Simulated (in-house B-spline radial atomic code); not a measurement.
Results of a calculation; reference values are marked as such.
## Two electrons in Si: a spherical dot of radius 4.45 nm with hard walls

For Si the NSM archive of the Ioffe Institute lists m_l = 0.98 m0, m_t = 0.19 m0 and ε = 11.7; the model takes one isotropic valley with the conductivity mass 3/(1/m_l + 2/m_t) = 0.26 m0, and so misses anisotropy and the other valleys. All triplets below are those of one valley; with several valleys two electrons can form a triplet in the 1s orbital itself, at an energy set by the valley splitting.

Effective-mass model with parabolic bands, a uniform dielectric constant, no image charges, no central-cell or spin-orbit terms. Two-electron levels come from full CI in B-splines with partial waves to l = 5 (up to 0.001 effective hartree above the limit).

Task: What are the effective units, and what is the potential in them?

Result: Ha* = 27211.386 meV × 0.26/11.7² = 51.68 meV and a* = 0.0529177 nm × 11.7/0.26 = 2.381 nm. The radius is R = 1.87 a*. The one-electron levels are π²/2R² = 1.4112 and 4.4934²/2R² = 2.8869 Ha*.

In these units the lowest s and p orbitals lie at 1.4112 and 2.8869, and their Coulomb and exchange integrals are J_ss = 0.9551, J_sp = 0.8661 and K_sp = 0.1923. (For an empty sphere J_ss = 1.786/R.) Full CI gives 3.7166 for the ground singlet, 4.9587 for the sp triplet, 5.2904 for the sp singlet and 7.8435 for the lowest triplet of two s orbitals.

Task: What does it cost to add the second electron, to first order and exactly?

Result: To first order E = 2ε_s + J_ss = 3.7775, so the charging energy E(2) − 2E(1) is J_ss = 49.36 meV. CI gives 3.7166 − 2 × (1.4112) = 0.8942, or 46.22 meV: relaxation and correlation lower it by 3.148 meV, 6.4 % of J_ss. The s² configuration of one-electron orbitals holds 98.5 % of the state, and the mean radius is 2.29 nm.

Task: How far above the singlet do the triplets lie?

Result: To first order the sp triplet lies at ε_s + ε_p + J_sp − K_sp = 4.9719, which is 61.73 meV above 2ε_s + J_ss. CI gives 4.9587 − (3.7166) = 1.2421, or 64.2 meV, 84 % of the orbital spacing of 76.27 meV. The ss triplet lies 213.3 meV up, so the lower of the two is the sp one, and its gap equals k_BT at 745 K. The sp singlet-triplet splitting is 17.14 meV, against 2K_sp = 19.88 meV.
